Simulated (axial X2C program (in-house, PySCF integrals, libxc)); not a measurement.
# Photoelectron levels of InH by EOM-IP-CCSD

Computed with an in-house all-electron X2C program for linear molecules (integrals from PySCF): two-component X2C with atomic mean-field Coulomb and Gaunt terms, Gaussian nuclei, basis In dyall-cv3z, H dyall-v3z with contracted cores.

R = 2.127 Å (1.150 times 1.850 Å, the PBE0 minimum at charge 0 for the lowest determinant).

Vertical ionisation energies of InH to the states of InH⁺:

```
Ω of InH⁺  vertical IE (eV)  above lowest (cm⁻¹)                  ionised spinor  one-hole weight
      1/2             7.936                    0  41% H sσ, 41% In pσ, 13% In sσ             0.93
      1/2            12.078                33406             79% In sσ, 19% H sσ             0.85
```

This point took 14 s on 1 thread of Intel(R) Xeon(R) Processor @ 2.30GHz (shared host).

Reference electrons by ω block (each with its −ω partner): 1/2: 16, 3/2: 7, 5/2: 2. 14 electrons of InH correlated (inner shells frozen), 94 natural virtual spinors (a truncated set); levels can be off by some tenths of an eV. Roots sought by Ω: (1/2: 4, 3/2: 3, 5/2: 1); rows need 60 % one-particle weight and stop where some Ω has no more roots. Missing are any skipped roots, higher Ω and states of a further excitation; these come out far too high here and may in truth be low or lowest. T1 of the reference 0.016 (Lee–Taylor). Number of frozen shells: In 4 s, 3 p, 1 d; H none.
